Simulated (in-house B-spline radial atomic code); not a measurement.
How numerical settings move a run on the rhodium ion Rh³⁺, [Kr] 4d6. Computed with an all-electron radial atomic-structure program (B-spline basis): non-relativistic r2SCAN, spherical fractional occupations, point nucleus.

Command:
```bash
python run_scf.py task.json out
```
Settings of the sound reference run:
```
Z                45
electrons        42
configuration    [Kr] 4d6
hamiltonian      nr
method           r2scan
spin_polarised   False
knot_spacing     0.22
spline_order     8
gauss_points     12
box_radius       16.22
max_iterations   70
damping          0.5
damped_steps     3
diis_vectors     10
tolerance        1e-08
start            Thomas-Fermi
```

Time taken, with all properties: 0.21 s on 1 thread of Arm Neoverse V1, with other jobs on the host.

It converges in 8 iterations to -4685.856832 hartree, with 4d at -40.0593 eV. The other runs change the listed settings, some to values that make no sense; their results aren't properties of the atom or ion. Radii are in bohr (the nuclear one in fm), a minus after a letter asks for a j subshell, and «unchanged» means within 1e-8 hartree. The run stops when the residual is below 10 × tolerance × max(1, Z/10), or a noise floor if that is larger, and the energy moves by less than 1e-8 × √|E| hartree; so very loose and very tight tolerances often act alike.

```tsv
changed settings	outcome
damping = 0.8	converged in 9 iterations, energy unchanged, 4d level +6.4e-06 eV
max_iterations = 5, diis_vectors = 4, tolerance = 1e-05, start = bare nucleus	converged in 4 iterations, energy +2.08e-07 hartree from the reference, 4d level +2.3e-04 eV
box_radius = 64.88, max_iterations = 50, damping = 0.95, damped_steps = 8	converged in 14 iterations, energy +3.69e-08 hartree from the reference, 4d level +6.3e-06 eV
gauss_points = 5	converged in 8 iterations, energy -1.54e-05 hartree from the reference, 4d level -2.7e-05 eV
knot_spacing = 0.15, first_knot = 0.00222, max_iterations = 100	converged in 7 iterations, energy -1.15e-04 hartree from the reference, 4d level -6.1e-05 eV
damping = 0.95	converged in 9 iterations, energy unchanged, 4d level +6.5e-06 eV
max_iterations = 3	not converged after 3 iterations, last residual 8.2e-04, last energy +7.73e-07 hartree from the reference
gauss_points = 3	converged in 8 iterations, energy -8.41e+05 hartree from the reference, 4d level +1.9e+00 eV
hamiltonian = dirac, method = hf, nucleus = fermi, rms_radius = 4.4945, mass_number = 103, atomic_mass = 102.9055, speed_of_light = 22.50131	stopped with error: Z/c is past the critical charge
gauss_points = 6	converged in 8 iterations, energy +2.01e-06 hartree from the reference, 4d level -2.4e-06 eV
damping = 0.2	converged in 7 iterations, energy unchanged, 4d level +8.6e-06 eV
gauss_points = 4	converged in 8 iterations, energy +4.59e-05 hartree from the reference, 4d level +1.2e-04 eV
damping = 0	converged in 7 iterations, energy unchanged, 4d level +1.1e-05 eV
```

Problem. What happens with gauss_points = 16?

Solution. Converged in 8 iterations, energy unchanged, 4d level -2.0e-06 eV.

Problem. What happens with max_iterations = 5?

Solution. Not converged after 5 iterations, last residual 2.0e-05, last energy +1.00e-10 hartree from the reference.

Problem. What happens with electrons = 43, configuration = [Kr] 4d6 5s-1, max_iterations = 60?

Solution. Stopped with error: j subshells need the Dirac Hamiltonian and l > 0.

Problem. What happens with gauss_points = 8?

Solution. Converged in 8 iterations, energy -3.59e-08 hartree from the reference, 4d level +4.6e-06 eV.
